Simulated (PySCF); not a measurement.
Screening by computed properties: pick the candidate that meets the target.

Species are written as SMILES; each is one conformer at its optimised geometry, gas phase, non-relativistic unless stated; the electronic structure was computed with PySCF and density fitting.

Dipoles, sizes and rotational constants follow the conformer. The torsions of the flexible species, by atom-mapped SMILES:
- `[CH3:1][CH+:2][C:3]([CH3:4])[C:5](=[O:6])[O:7][CH3:8]`: C1–C2–C3–C4 -167°, C2–C3–C5–O6 -4°, C3–C5–O7–C8 179°
- `[F:1][C@@H:2]1[CH:3][C@@H:4]1[SiH2:5][NH:6][SiH3:7]`: C3–C4–Si5–N6 104°, C4–Si5–N6–Si7 166°
- `[CH2+:1][C:2]([CH3:3])[C:4](=[O:5])[O:6][CH2:7][CH3:8]`: C1–C2–C4–O5 156°, C2–C4–O6–C7 -173°, C4–O6–C7–C8 -157°
- `[CH2:1]=[C:2]1[CH:3]=[C:4][C:5]([CH2:6][C:7]#[N:8])=[CH:9]1`: C4–C5–C6–C7 180°
- `[H]/[C:1]=[CH:2]\[C@@H:3]([CH:4]=[O:5])[SH:6](=[O:7])=[O:8]`: C1–C2–C3–C4 146°, C2–C3–C4–O5 47°, C2–C3–S6–O7 50°

Question: Wanted: smallest rotational constant above 1 GHz (GFN2-xTB) and isotropic g value above 2.0025 (unrestricted B3LYP/pcH-1, mean-field spin–orbit), at GFN2-xTB geometries. Which candidate meets both?
A. `F[C@@H]1[CH][C@@H]1[SiH2]N[SiH3]` [radical]
B. `[H]/[C]=C\[C@@H](C=O)[SH](=O)=O` [radical]
C. `C[CH+][C](C)C(=O)OC` [radical]
D. `[CH2]C#CC1=CC=NC=C1` [radical]
E. `C=C1C=[C]C(CC#N)=C1` [radical]
F. `[CH2+][C](C)C(=O)OCC` [radical]

Answer: C. Computed values:
```csv
species,smallest rotational constant,isotropic g value
F[C@@H]1[CH][C@@H]1[SiH2]N[SiH3] [radical],0.654 GHz,2.00261
[CH2]C#CC1=CC=NC=C1 [radical],0.763 GHz,2.00288
C=C1C=[C]C(CC#N)=C1 [radical],0.836 GHz,2.00216
[CH2+][C](C)C(=O)OCC [radical],0.978 GHz,2.00431
C[CH+][C](C)C(=O)OC [radical],1.087 GHz,2.00398
[H]/[C]=C\[C@@H](C=O)[SH](=O)=O [radical],1.151 GHz,2.00230
```
